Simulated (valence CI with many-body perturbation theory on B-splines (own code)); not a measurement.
**Cd XLI: electric-dipole lines**

Level of theory: valence CI with perturbative core correlation (CI+MBPT): six valence electrons over a frozen Dirac-Fock core [He], radial functions for each j: 9 s, 9 p, 8 d, 6 f, 3 g, 1 h, with the one-electron correlation potential Σ1, the two-electron term Σ2, the three-electron term Σ3, Breit, model QED; selected CI, second order for the rest, scaled by the run's own slope (own B-spline code, finite nucleus).

The last digits are not significant, and no measured levels were compared; by estimate large intervals hold to a few tenths of a per cent, small ones and those within an open d or f shell to about a per cent. Among the levels kept, up to 2200 cm⁻¹ of a level comes from second order outside the variational space, and about a tenth of that is noise between levels of different J, which matters for small intervals.

Lines 101 to 150 of 228 in falling wavelength, among levels below 285.45 Ry, chosen from the strongest by gf and those to the six lowest levels. Wavelengths and rates use the calculated energies. Electric multipoles are in the length gauge with retardation, E1 and E2 with the static RPA response of the core. Weak lines are less certain than strong ones. Lines between different terms over intervals too small for the method are left out, as are lines whose strength nearly cancels. The highest levels of a list are the least certain.

Levels are named by their leading jj configuration (3d3/2^4 stands for four electrons in 3d with j = 3/2), which in mixed levels can hold well under half, so a name can repeat and another be missing. Letters in brackets count levels of one name in rising energy.

```
λ vac (Å)                               Upper                        Lower   A (s⁻¹)  S (a.u.) with core polarisation  S without
    28.74            (2s 2p1/2^2 2p3/2^3) J=1   (2s^2 2p1/2^2 2p3/2^2) J=0  2.01e+11                         7.07e-03   7.08e-03
    28.57         (2s 2p1/2^2 2p3/2^2 3s) J=1  (2s^2 2p1/2^2 2p3/2 3s) J=2  4.12e+11                         1.42e-02   1.42e-02
    28.10              (2s 2p1/2 2p3/2^4) J=1     (2s^2 2p1/2 2p3/2^3) J=2  7.94e+11                         2.61e-02   2.62e-02
    27.58               (2p1/2^2 2p3/2^4) J=0     (2s 2p1/2^2 2p3/2^3) J=1  1.23e+12                         1.28e-02   1.28e-02
    27.15              (2s 2p1/2 2p3/2^4) J=1     (2s^2 2p1/2 2p3/2^3) J=1  1.01e+11                         2.99e-03   2.99e-03
    26.77            (2s 2p1/2^2 2p3/2^3) J=1   (2s^2 2p1/2^2 2p3/2^2) J=2  6.63e+11                         1.88e-02   1.89e-02
    19.96              (2s 2p1/2 2p3/2^4) J=1   (2s^2 2p1/2^2 2p3/2^2) J=0  1.93e+09                         2.27e-05   2.28e-05
    18.99              (2s 2p1/2 2p3/2^4) J=1   (2s^2 2p1/2^2 2p3/2^2) J=2  3.34e+10                         3.39e-04   3.40e-04
    4.089         (2s^2 2p1/2^2 2p3/2 3s) J=1           (2s^2 2p3/2^4) J=0  1.04e+08                         1.06e-08   1.05e-08
    4.010      (2s^2 2p1/2^2 2p3/2 3p1/2) J=1     (2s 2p1/2^2 2p3/2^3) J=2  5.16e+10                         4.92e-06   4.92e-06
    4.008      (2s^2 2p1/2^2 2p3/2 3p1/2) J=2     (2s 2p1/2^2 2p3/2^3) J=2  5.26e+09                         8.35e-07   8.39e-07
    3.938      (2s^2 2p1/2^2 2p3/2 3p3/2) J=3     (2s 2p1/2^2 2p3/2^3) J=2  4.34e+10                         9.16e-06   9.15e-06
    3.938      (2s^2 2p1/2^2 2p3/2 3p3/2) J=1     (2s 2p1/2^2 2p3/2^3) J=2  7.32e+10                         6.62e-06   6.60e-06
    3.919      (2s^2 2p1/2^2 2p3/2 3p3/2) J=2     (2s 2p1/2^2 2p3/2^3) J=2  5.46e+10                         8.11e-06   8.10e-06
    3.853     (2s^2 2p1/2 2p3/2^2 3s) J=1 [a]           (2s^2 2p3/2^4) J=0  1.31e+10                         1.11e-06   1.11e-06
    3.843      (2s^2 2p1/2^2 2p3/2 3d3/2) J=1           (2s^2 2p3/2^4) J=0  1.85e+08                         1.56e-08   1.56e-08
    3.833         (2s^2 2p1/2^2 2p3/2 3s) J=2     (2s^2 2p1/2 2p3/2^3) J=2  1.69e+10                         2.35e-06   2.34e-06
    3.826         (2s^2 2p1/2^2 2p3/2 3s) J=1     (2s^2 2p1/2 2p3/2^3) J=2  9.50e+09                         7.88e-07   7.88e-07
    3.815         (2s^2 2p1/2^2 2p3/2 3s) J=2     (2s^2 2p1/2 2p3/2^3) J=1  1.26e+09                         1.73e-07   1.73e-07
    3.809     (2s^2 2p1/2 2p3/2^2 3s) J=1 [b]           (2s^2 2p3/2^4) J=0  2.60e+10                         2.13e-06   2.13e-06
    3.808         (2s^2 2p1/2^2 2p3/2 3s) J=1     (2s^2 2p1/2 2p3/2^3) J=1  6.43e+10                         5.26e-06   5.24e-06
    3.800      (2s^2 2p1/2^2 2p3/2 3d5/2) J=1           (2s^2 2p3/2^4) J=0  9.78e+09                         7.95e-07   7.93e-07
    3.786  (2s^2 2p1/2 2p3/2^2 3p1/2) J=1 [a]     (2s 2p1/2^2 2p3/2^3) J=2  1.47e+10                         1.18e-06   1.18e-06
    3.778  (2s^2 2p1/2 2p3/2^2 3p1/2) J=2 [a]     (2s 2p1/2^2 2p3/2^3) J=2  1.85e+09                         2.47e-07   2.45e-07
    3.762      (2s^2 2p1/2 2p3/2^2 3p1/2) J=3     (2s 2p1/2^2 2p3/2^3) J=2  2.00e+10                         3.67e-06   3.66e-06
    3.740  (2s^2 2p1/2 2p3/2^2 3p1/2) J=2 [b]     (2s 2p1/2^2 2p3/2^3) J=2  3.63e+11                         4.69e-05   4.68e-05
    3.736  (2s^2 2p1/2 2p3/2^2 3p1/2) J=1 [b]     (2s 2p1/2^2 2p3/2^3) J=2  6.51e+09                         5.03e-07   5.01e-07
    3.722  (2s^2 2p1/2 2p3/2^2 3p3/2) J=3 [a]     (2s 2p1/2^2 2p3/2^3) J=2  1.17e+11                         2.09e-05   2.09e-05
    3.720  (2s^2 2p1/2 2p3/2^2 3p3/2) J=2 [a]     (2s 2p1/2^2 2p3/2^3) J=2  1.39e+11                         1.76e-05   1.76e-05
    3.705  (2s^2 2p1/2 2p3/2^2 3p3/2) J=1 [a]     (2s 2p1/2^2 2p3/2^3) J=2  7.89e+09                         5.94e-07   5.96e-07
    3.701  (2s^2 2p1/2 2p3/2^2 3p3/2) J=3 [b]     (2s 2p1/2^2 2p3/2^3) J=2  7.08e+10                         1.24e-05   1.24e-05
    3.684  (2s^2 2p1/2 2p3/2^2 3p3/2) J=1 [b]     (2s 2p1/2^2 2p3/2^3) J=2  2.94e+11                         2.18e-05   2.17e-05
    3.674  (2s^2 2p1/2 2p3/2^2 3p3/2) J=2 [b]     (2s 2p1/2^2 2p3/2^3) J=2  8.15e+11                         9.97e-05   9.95e-05
    3.666  (2s^2 2p1/2 2p3/2^2 3p3/2) J=1 [c]     (2s 2p1/2^2 2p3/2^3) J=2  8.31e+11                         6.06e-05   6.05e-05
    3.662  (2s^2 2p1/2 2p3/2^2 3p3/2) J=2 [c]     (2s 2p1/2^2 2p3/2^3) J=2  7.43e+11                         9.00e-05   8.99e-05
    3.645         (2s 2p1/2^2 2p3/2^2 3s) J=3     (2s 2p1/2^2 2p3/2^3) J=2  3.72e+12                         6.23e-04   6.22e-04
    3.639  (2s^2 2p1/2 2p3/2^2 3d3/2) J=1 [a]           (2s^2 2p3/2^4) J=0  1.73e+11                         1.23e-05   1.23e-05
    3.628         (2s 2p1/2^2 2p3/2^2 3s) J=1     (2s 2p1/2^2 2p3/2^3) J=1  6.09e+12                         4.31e-04   4.30e-04
    3.628         (2s 2p1/2^2 2p3/2^2 3s) J=2     (2s 2p1/2^2 2p3/2^3) J=2  2.57e+13                         3.03e-03   3.02e-03
    3.627     (2s^2 2p1/2 2p3/2^2 3s) J=2 [a]     (2s^2 2p1/2 2p3/2^3) J=2  1.50e+12                         1.76e-04   1.76e-04
    3.625         (2s^2 2p1/2^2 2p3/2 3s) J=1   (2s^2 2p1/2^2 2p3/2^2) J=0  1.03e+13                         7.29e-04   7.28e-04
    3.619     (2s^2 2p1/2 2p3/2^2 3s) J=1 [a]     (2s^2 2p1/2 2p3/2^3) J=2  4.86e+12                         3.41e-04   3.40e-04
    3.617      (2s^2 2p1/2^2 2p3/2 3d3/2) J=2     (2s^2 2p1/2 2p3/2^3) J=2  1.31e+10                         1.53e-06   1.51e-06
    3.612      (2s^2 2p1/2^2 2p3/2 3d3/2) J=3     (2s^2 2p1/2 2p3/2^3) J=2  4.85e+10                         7.90e-06   7.86e-06
    3.612  (2s^2 2p1/2 2p3/2^2 3d5/2) J=1 [a]           (2s^2 2p3/2^4) J=0  1.18e+11                         8.23e-06   8.21e-06
    3.610     (2s^2 2p1/2 2p3/2^2 3s) J=2 [a]     (2s^2 2p1/2 2p3/2^3) J=1  3.50e+12                         4.07e-04   4.06e-04
    3.610      (2s^2 2p1/2^2 2p3/2 3d3/2) J=1     (2s^2 2p1/2 2p3/2^3) J=2  2.57e+11                         1.79e-05   1.79e-05
    3.607         (2s^2 2p1/2 2p3/2^2 3s) J=3     (2s^2 2p1/2 2p3/2^3) J=2  4.48e+12                         7.26e-04   7.24e-04
    3.603     (2s^2 2p1/2 2p3/2^2 3s) J=1 [a]     (2s^2 2p1/2 2p3/2^3) J=1  2.65e+13                         1.84e-03   1.83e-03
    3.602  (2s^2 2p1/2 2p3/2^2 3d3/2) J=1 [b]           (2s^2 2p3/2^4) J=0  2.25e+12                         1.56e-04   1.55e-04
```
